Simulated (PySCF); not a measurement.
C2H3O2, SMILES CC([O])=O, multiplicity 2.

Coordinates come from a PBE-D3(BJ)/def2-SVP optimisation. The isomer is the one that the SMILES or the coordinates give; other isomers of the formula were not compared.

All values below come from SMD-PBE0/6-31G* (PySCF).

Solvation free energies are E(SMD) − E(gas) at the gas-phase geometry, for 1 M in both phases. In vacuum the dipole moment is 2.80 D.

### Question
Estimate the solvation free energies in water, methanol, dimethylsulfoxide. (An estimate is asked for; the answer gives what the named calculation found.)

### Answer

```tsv
solvent	ΔG(solv) (kcal/mol)	its non-electrostatic (CDS) part	dipole (D)
water	-2.7	4.3	3.68
methanol	-2.7	4.0	3.65
dimethylsulfoxide	-6.1	-1.6	3.43
```
